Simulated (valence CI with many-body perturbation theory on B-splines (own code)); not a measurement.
Level structure of Mn4+

Method: valence CI with perturbative core correlation (CI+MBPT): three valence electrons over a frozen Dirac-Fock core [Ar], a basis of 7 s, 7 p, 8 d, 6 f, 4 g, 1 h functions for each j, with the one-electron correlation potential Σ1 (screened to all orders), the two-electron term Σ2, the three-electron term Σ3, Breit, model QED; selected single and double excitations, second order for the rest, scaled by the run's own slope (own B-spline code, finite nucleus).

Against 24 measured levels this calculation errs by 761 cm⁻¹ on average and by 1586 at most. These come from a selection out of Corliss and Sugar, J. Phys. Chem. Ref. Data 6, 1253 (1977). Levels without a partner in it may be off by more, other configurations by 1,000 to 8,000 cm⁻¹. Only levels of the ground parity were solved; by the run's estimate the other parity begins above the list, which can be wrong where configurations are misplaced.

Levels 1 to 34 of 34, with energies above the lowest level, 3d3 4F_3/2. "Leading %" is the weight of the configuration and term that name the level; weights of strongly mixed levels are sums over their largest components and can fall short, so below about 35 % the name and the second component can differ from the true leading terms, or belong to a minority configuration. In the jj column 3d3/2^4 stands for four electrons in 3d with j = 3/2.

```csv
No.,Configuration,Term,J,E (cm⁻¹),Leading %,g,Leading jj
1,3d3,4F,3/2,0.0,100,0.399,3d3/2^3 (36 %)
2,3d3,4F,5/2,353,100,1.028,3d3/2^2 3d5/2 (76 %)
3,3d3,4F,7/2,826,100,1.238,3d3/2 3d5/2^2 (78 %)
4,3d3,4F,9/2,1400,100,1.333,3d3/2 3d5/2^2 (46 %)
5,3d3,4P,1/2,17054,99,2.657,3d3/2^2 3d5/2 (61 %)
6,3d3,4P,3/2,17213,98,1.727,3d3/2^2 3d5/2 (45 %)
7,3d3,2G,7/2,17634,100,0.888,3d3/2^2 3d5/2 (50 %)
8,3d3,4P,5/2,17664,100,1.600,3d3/2 3d5/2^2 (62 %)
9,3d3,2G,9/2,18131,98,1.109,3d3/2^2 3d5/2 (48 %)
10,3d3,2P,3/2,23539,62,1.147,3d3/2^3 (40 %)
11,3d3,2P,1/2,23686,99,0.678,3d3/2 3d5/2^2 (61 %)
12,3d3,2H,9/2,24195,98,0.911,3d3/2 3d5/2^2 (44 %)
13,3d3,2H,11/2,24550,100,1.091,3d3/2 3d5/2^2 (100 %)
14,3d3,2D,5/2,25246,99,1.200,3d3/2 3d5/2^2 (51 %)
15,3d3,2D,3/2,25281,64,0.992,3d5/2^3 (70 %)
16,3d3,2F,7/2,40702,100,1.143,3d3/2 3d5/2^2 (71 %)
17,3d3,2F,5/2,40979,100,0.857,3d3/2 3d5/2^2 (54 %)
18,3d3,2D,5/2,63642,99,1.200,3d3/2^2 3d5/2 (55 %)
19,3d3,2D,3/2,63880,99,0.799,3d3/2 3d5/2^2 (87 %)
20,3d2 4s,4F,3/2,175440,99,0.399,3d3/2^2 4s (70 %)
21,3d2 4s,4F,5/2,175810,99,1.028,3d3/2 3d5/2 4s (61 %)
22,3d2 4s,4F,7/2,176360,99,1.238,3d3/2 3d5/2 4s (83 %)
23,3d2 4s,4F,9/2,177060,99,1.334,3d5/2^2 4s (78 %)
24,3d2 4s,2F,5/2,181950,98,0.858,3d3/2 3d5/2 4s (61 %)
25,3d2 4s,2F,7/2,183050,98,1.143,3d5/2^2 4s (62 %)
26,3d2 4s,2D,5/2,192860,78,1.282,3d3/2 3d5/2 4s (61 %)
27,3d2 4s,2D,3/2,193060,89,0.893,3d3/2 3d5/2 4s (45 %)
28,3d2 4s,4P,1/2,193620,99,2.669,3d3/2^2 4s (42 %)
29,3d2 4s,4P,3/2,193940,89,1.644,3d3/2 3d5/2 4s (79 %)
30,3d2 4s,4P,5/2,194550,79,1.518,3d5/2^2 4s (83 %)
31,3d2 4s,2P,1/2,199530,98,0.667,3d3/2 3d5/2 4s (68 %)
32,3d2 4s,2P,3/2,200020,98,1.329,3d3/2 3d5/2 4s (50 %)
33,3d2 4s,2G,9/2,202150,99,1.111,3d3/2 3d5/2 4s (78 %)
34,3d2 4s,2G,7/2,202160,99,0.888,3d3/2 3d5/2 4s (77 %)
```

Names give the largest LS component (configuration and term), which can be under half, so a name can repeat, a term be missing and a line seem to break the LS rules; names also repeat where a configuration has a term twice.

The ionisation energy to 3d2 3F_2 of the next ion comes out as 72.006 eV (NIST: 72.41 ± 0.1 eV (semi-empirical), further off than twice its uncertainty). All 34 levels together are meant to be complete up to 207560 cm⁻¹.
